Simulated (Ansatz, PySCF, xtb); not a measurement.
Torsion O1–B2–Ge3–H6 in BGeH5O (SMILES O[BH][GeH3]); at each angle all else is relaxed with GFN2-xTB, and the levels are single points there.
Geometry at 120° (charge 0, multiplicity 1):
```xyz
8

O      1.6045     0.7560    -0.1964
B      0.8748    -0.3033     0.1232
Ge    -1.1238    -0.0273    -0.0205
H      2.5620     0.7064    -0.1548
H      1.3712    -1.3201     0.4626
H     -1.8384    -0.9321    -0.9786
H     -1.5532     1.3374    -0.4504
H     -1.9065    -0.2573     1.2370
```

On the grid 0° to 120°, 60° is the highest and 120° the lowest point at MP2/CBS(cc-pVTZ, cc-pVQZ) + ΔCCSD(T)/cc-pVTZ.

Rows in STO-3G carry no dispersion term and start afresh at each structure; the Pople sets are all-electron and without relativity.

The values were computed with Ansatz (an electronic-structure program); PySCF for STO-3G rows, the dispersion terms; xtb for the GFN methods. Each number belongs to the level named beside it.

Task: What is the computed energy at 60° less that at 120° (HF/STO-3G)?

Result: 8 meV

Task: What is the computed energy at 60° less that at 120° (GFN2-xTB)?

Result: 20 meV

Task: Give the energy at 60° less that at 120° at the level B3LYP-D3(BJ)/def2-TZVPP.

Result: 12 meV
